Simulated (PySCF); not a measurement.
## Correlation energy of Cr²⁺ (chromium, charge +2)

[Ar] 3d4, high-spin 5D determinant. Calculation: PySCF 2.14, in x2c-TZVPPall; the spin-free X2C one-electron Hamiltonian (Gaussian nucleus). Frozen: [Ar]; 4 electrons correlated.

```csv
level,correlation energy (mhartree)
CCSD,-43.57
(T),-0.34
CCSD(T),-43.91
```

Diagnostics: T1 = 0.0042, D1 = 0.0061, largest double amplitude 0.017.

Q: Is a single reference adequate?

A: Yes: T1 lies below 0.03 and no double amplitude reaches 0.07.
